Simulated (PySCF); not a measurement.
**Excitation energy of Hf by level of theory**

Hf [Xe] 4f14 5d2 6s2 (3F) → Hf [Xe] 4f14 5d2 6s1 6p1 (high-spin determinant), as a difference of total energies. Computed with PySCF 2.14 in aug-cc-pVTZ-PP with ECP60MDF (6s6p5d3f2g, 88 functions), with a scalar-relativistic core potential. Correlated levels: valence: 5s2 5p6 frozen. The calculations carry no spin-orbit coupling.

```
           method  excitation energy (cm⁻¹)
              UHF                    9700.3
              LDA                     21766
              PBE                     19737
             PBE0                     18320
           r2SCAN                     16680
        BHandHLYP                     20591
             TPSS                     19029
            wB97X                     24548
            B3LYP                     21722
    MP2 (valence)                     16891
SCS-MP2 (valence)                     19382
```

The determinant of the upper state mixes LS terms, which raises its energy above the lowest term, most at the Hartree-Fock and MP2 levels.
